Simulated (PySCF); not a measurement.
Iron: a sound run and one with changed settings

Sound run: Fe⁺ [Ar] 3d6 4s1, Fe²⁺ [Ar] 3d6. Computed with PySCF 2.14 in x2c-TZVPall (6s5p4d1f, 48 functions), with scalar relativity by spin-free X2C-1e. In the sound run the correlated levels freeze [Ar]. The sound run starts from symmetry-adapted Hartree-Fock orbitals and uses a fine grid where one is needed.

Changed run: no relativity, point nucleus. This setting is unsound on purpose.

```csv
species,method,sound run (hartree),changed run (hartree),converged
Fe⁺,UHF,-1271.09989,-1259.24510,yes
Fe⁺,B3LYP,-1272.34844,-1260.49975,yes
Fe⁺,PBE,-1272.07558,-1260.22802,yes
Fe⁺,MP2,-1271.21433,-1259.35771,yes
Fe²⁺,UHF,-1270.53749,-1258.69188,yes
Fe²⁺,B3LYP,-1271.73477,-1259.89682,yes
Fe²⁺,PBE,-1271.45708,-1259.62072,yes
Fe²⁺,MP2,-1270.63520,-1258.78864,yes
```

Ionisation energy of Fe⁺:

| method | sound run (eV) | changed run (eV) |
| --- | --- | --- |
| UHF | 15.304 | 15.054 |
| B3LYP | 16.699 | 16.407 |
| PBE | 16.830 | 16.525 |
| MP2 | 15.759 | 15.485 |
| SCS-MP2 | 15.564 | 15.300 |

Most of the change in total energy is the relativistic energy itself. On top of that the contraction fixes the core shape for the Hamiltonian it was made with, so the changed run is not a good calculation with the other Hamiltonian either.

For comparison, NIST gives 16.199 eV between the lowest levels.
